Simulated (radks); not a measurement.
Problem. Excited configurations of O IV: one electron is placed in a higher orbital outside [He] 2s2. The ground configuration is [He] 2s2 2p1. All-electron calculation, Dirac Kohn-Sham, PBEsol, spin-unpolarised, spherical densities, finite nucleus; open shells fill j = l - 1/2 first; Fermi nuclear charge, rms radius 2.6991 fm. Program: a radial shooting solver on a logarithmic mesh with Libxc functionals. Excitation = E - E(ground); binding = E(ion) - E, where the ion is the core of charge +4; n* = 4/sqrt(2 binding) in atomic units, and the quantum defect is n - n*.

| outer orbital | excitation (eV) | binding (eV) | n* | quantum defect | eigenvalue (eV) | <r> (bohr) |
|---|---|---|---|---|---|---|
| 3p1/2 | 47.500 | 29.187 | 2.731 | 0.269 | -25.469 | 2.582 |
| 5s1/2 | 66.040 | 10.647 | 4.522 | 0.478 | -9.539 | 7.770 |
| 6d3/2 | 70.153 | 6.534 | 5.772 | 0.228 | -5.844 | 11.96 |
| 6f5/2 | 70.410 | 6.276 | 5.890 | 0.110 | -5.555 | 11.71 |
| 7s1/2 | 71.464 | 5.222 | 6.456 | 0.544 | -4.723 | 15.92 |
| 7p1/2 | 71.686 | 5.001 | 6.598 | 0.402 | -4.516 | 16.39 |

Estimate the row for 5p1/2.

Solution. excitation (eV) 66.688; binding (eV) 9.998; n* 4.666; quantum defect 0.334; eigenvalue (eV) -8.926; <r> (bohr) 8.038. The Delta-SCF ionisation energy is 76.686 eV (NIST Atomic Spectra Database: 77.414 eV, measured). Self-interaction in the functional shifts the binding energies and quantum defects, so they are the method's values and not measured ones. Spin polarisation and multiplet splitting are left out, so open shells lie too high by an amount that depends on their filling.

Beside tabulated values, note that spin-unpolarised runs miss the spin-polarisation part of the exchange energy of open shells.
